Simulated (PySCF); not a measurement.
H2Cl4OSi2, SMILES Cl[SiH2]O[Si](Cl)(Cl)Cl, singlet (B3LYP/def2-SVP optimised geometry):

```
9

Si     0.028    -1.939     0.000
Cl    -0.639    -2.881     1.715
O     -0.475    -0.356     0.000
Si    -1.507     0.888    -0.200
Cl    -0.437     2.635    -0.189
Cl    -2.481     0.693    -1.998
Cl    -2.884     0.917     1.318
H     -0.549    -2.635    -1.174
H      1.507    -1.939     0.000
```

Method: PySCF with B3LYP/def2-TZVP.

**Question.** What are the frontier orbital energies and the dipole moment?

**Answer.** HOMO-2 -9.26 eV, HOMO-1 -9.10 eV, HOMO -8.96 eV, LUMO -0.80 eV, LUMO+1 -0.12 eV; dipole moment 1.34 D.

On the same geometry PBE/def2-TZVP (PySCF) gives HOMO-2 -8.09 eV, HOMO-1 -7.97 eV, HOMO -7.81 eV, LUMO -1.56 eV, LUMO+1 -0.83 eV; dipole moment 1.25 D.

Meta-Löwdin charges at B3LYP/def2-TZVP: Si1 0.95, Cl2 -0.29, O3 -0.83, Si4 1.17, Cl5 -0.26, Cl6 -0.27, Cl7 -0.26, H8 -0.11, H9 -0.10.
